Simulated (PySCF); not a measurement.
## Computed data sheet: `c1cc(cc(c1)F)[CH2+]`

Species: C7H6F (charge +1).
Structure used (GFN2-xTB), in Å, numbered top down from 1:
```xyz
14
C7H6F angstrom
C      2.289   -0.128   -0.040
C      0.926   -0.045   -0.019
C      0.264    1.232   -0.061
C     -1.106    1.307   -0.036
C     -1.871    0.140    0.031
C     -1.242   -1.116    0.069
F     -1.996   -2.197    0.129
C      0.125   -1.234    0.047
H      2.910    0.756   -0.089
H      2.797   -1.082   -0.007
H      0.867    2.128   -0.112
H     -1.603    2.265   -0.067
H     -2.953    0.181    0.053
H      0.592   -2.208    0.078
```

Structural features include: benzene ring and C–F bond.

From GFN2-xTB geometry:

```yaml
Point_group_of_the_GFN2-xTB_geometry: Cs
Rotational_constants_A_B_C_of_the_GFN2-xTB_geometry: 3.755, 1.867, 1.247 GHz
```

**wB97X-D/def2-SVPD ground state and vertical TDDFT (core frozen in the response) (PySCF)**

```yaml
HOMO_energy: -14.56 eV
LUMO_energy: -7.53 eV
HOMO–LUMO_gap: 7.03 eV
Lowest_singlet_excitation: 2.95 eV (421 nm, f = 0.034)
Strongest_line_among_the_8_lowest_singlet_transitions: S2 at 4.69 eV (264 nm, f = 0.347)
Lowest_triplet_excitation_Tamm–Dancoff: 1.80 eV
Static_isotropic_polarisability: 79.5 au
Electronic_spatial_extent_⟨r²⟩_about_the_centre_of_nuclear_charge: 872 bohr²
```

Monoisotopic mass of the ion (most abundant isotopes, electron mass counted): 109.0448 u.

The largest Löwdin shares of the LUMO are 0.33 on C1, 0.17 on C5, 0.12 on C3 and 0.11 on C8. The polarisability is 11.78 Å³ as a volume (1 au = 0.148185 Å³), or 1.42 au for each of the 56 electrons. 1 of the 8 computed singlets lies in the visible range (750 to 380 nm, 1.65 to 3.26 eV), with an oscillator strength of 0.034. With B = h/(8π²I), that is 505.379 GHz u Å² over I, the principal moments of inertia are 134.6, 270.6 and 405.2 u Å² (most abundant isotopes). The largest Löwdin shares of the HOMO are 0.22 on C8, 0.20 on C6, 0.18 on C3 and 0.13 on F7. The 8 singlets span 2.95 to 7.16 eV, and their oscillator strengths add up to 0.90.

Isolated species at its GFN2-xTB geometry, gas phase.
